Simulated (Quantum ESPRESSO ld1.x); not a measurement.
Values are calculated unless marked as measured or tabulated.
Question: The aim is the rhenium ion Re+ in [Xe] 4f14 5d5 6s1. What will ld1.x (Quantum ESPRESSO 7.5) do with this input?

```
 &input
    zed=75.0,
    iswitch=1,
    rel=4,
    dft='PW',
    config='[Xe] 4f14 5d5 6s1',
    verbosity='high',
    prefix='ld1',
    max_out_wfc=37,
    file_charge='ld1.rho',
 /
```

Answer: Refused. The program stops in ld1_readin with "wrong rel": rel takes 0, 1 or 2.

Output (excerpt):

```
     Program LD1 v.7.5 starts

 %%%%%%%%%%%%%%%%%%%%%%%%%%%%%%%%%%%%%%%%%%%%%%%%%%%%%%%%%%%%%%%%%%%%%%%%%%%%%%
     Error in routine ld1_readin (1):
     wrong rel
 %%%%%%%%%%%%%%%%%%%%%%%%%%%%%%%%%%%%%%%%%%%%%%%%%%%%%%%%%%%%%%%%%%%%%%%%%%%%%%

     stopping ...
```

Run on one thread of a shared host, so times are rough (Intel(R) Xeon(R) Processor @ 2.60GHz): 0.42 s of CPU time, 0.53 s wall.
